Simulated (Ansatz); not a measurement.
`BrC1C[SiH2]1` → Br• + 2 C• + 5 H• + Si•  (atomization)

Isolated molecules relaxed with PBE0-D4/def2-TZVP in Ansatz; ΔE leaves out vibrations. CBS: MP2 limit from def2 TZ/QZ plus the TZ coupled-cluster correction, frozen cores. This one scheme is used for every species, atoms too. For atomizations the MP2-based limit and the directly extrapolated one differ by several kJ/mol either way, and by 10 to 25 for some Ge, Se and Sn compounds, so smaller differences from it don't rank the levels. DFT in def2-TZVPP. Open shells (•) are unrestricted, without spin–orbit coupling. Spin–orbit coupling would lower the free atoms: a little for C, Si; clearly for Br. Bonds to Br are less sure, by a few kJ/mol each and by 10 to 20 or more in all where they break to atoms, as the def2 sets lack core-valence functions. Scalar relativity is left out up to krypton.

Task: What is ΔE at CCSD(T)/CBS? (Estimate.)

Result: Ansatz gave: +732.9 kcal/mol.

Task: What do these levels give: PBE0-D4, r2SCAN0-D4, PBE, MP2/def2-SVP, CCSD/def2-SVP, HF/def2-TZVPP? (An estimate is asked.)

Result: Ansatz gave: PBE0-D4 736.5, r2SCAN0-D4 727.3, PBE 741.2, MP2/def2-SVP 696.8, CCSD/def2-SVP 681.1, HF/def2-TZVPP 532.4 kcal/mol.

Largest T1 diagnostic among the species: 0.012.

From r2SCAN to r2SCAN0 (25 % exact exchange), in def2-TZVPP and without D4, ΔE moves by −9.0 kcal/mol: exact exchange takes away binding that semilocal exchange gives to molecules. In def2-TZVPP, CCSD(T) changes the Hartree–Fock value by +180.8 kcal/mol (the triples alone add +11.7 kcal/mol) and MP2 by +191.4 kcal/mol; breaking electron pairs costs correlation energy, which Hartree–Fock lacks.
